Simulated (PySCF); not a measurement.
## How methods differ on the ionisation energy of Gd²⁷⁺

Gd²⁷⁺ [Kr] 4d1 [4d3/2^1, M_J = 3/2] → Gd²⁸⁺ [Kr], as a difference of total energies. All numbers are calculated (PySCF 2.14, the two-component X2C-1e Hamiltonian, in an uncontracted even-tempered set (17 s from 2.3 bohr⁻², ratio 2.8; 14 p from 2.9 bohr⁻², ratio 2.8; 9 d from 2.9 bohr⁻², ratio 2.8; 3 f from 10 bohr⁻², ratio 3)). Correlated levels: [Ar] 3d10 frozen; the 92 highest virtual spinors dropped. "Screened" scales the spin-orbit matrix elements by Boettger's factors to mimic the two-electron term; Breit and QED terms are absent.

```csv
method,ionisation energy (eV)
GHF (spin-free),931.60
GMP2 (spin-free),931.87
GHF (screened spin-orbit),936.67
GMP2 (screened spin-orbit),937.00
```

Q: How much does correlation contribute at GMP2 (screened spin-orbit)?

A: 937.00 − (936.67) = 0.33 eV, measured against GHF (screened spin-orbit).

Breit and QED terms and the two-electron picture change are absent.

The spin-free rows lack the spin-orbit shift.

For comparison: 937 ± 4 eV (theoretical estimate listed by NIST; NIST Atomic Spectra Database, ionization energies).
